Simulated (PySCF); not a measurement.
**Cr (chromium, neutral) across methods**

[Ar] 3d4 4s2, high-spin 5D determinant (an excited configuration). All numbers are calculated (PySCF 2.14, scalar relativity by spin-free X2C-1e, in ANO-RCC-VTZP).

```
   method  E (hartree)  mean ε 3d α (eV)  mean ε 4s α (eV)  mean ε 4s β (eV)  Σ⟨r²⟩ (bohr²)   ⟨S²⟩
    HSE06    -1050.540            -8.839            -5.573            -4.681          42.72  6.009
      UHF  -1049.62190           -15.321            -7.174            -6.091          44.81  6.015
   PBEsol    -1049.404            -7.161            -5.291            -4.412          42.49  6.010
     PBE0    -1050.518            -9.278            -5.891            -5.049          42.80  6.009
BHandHLYP    -1050.716           -11.205            -6.303            -5.677          42.83  6.005
   r2SCAN    -1050.688            -7.739            -5.499            -4.493          43.21  6.026
      PBE    -1050.494            -7.135            -5.246            -4.405          42.54  6.009
      LDA    -1048.408            -7.308            -5.446            -4.581          42.17  6.008
```
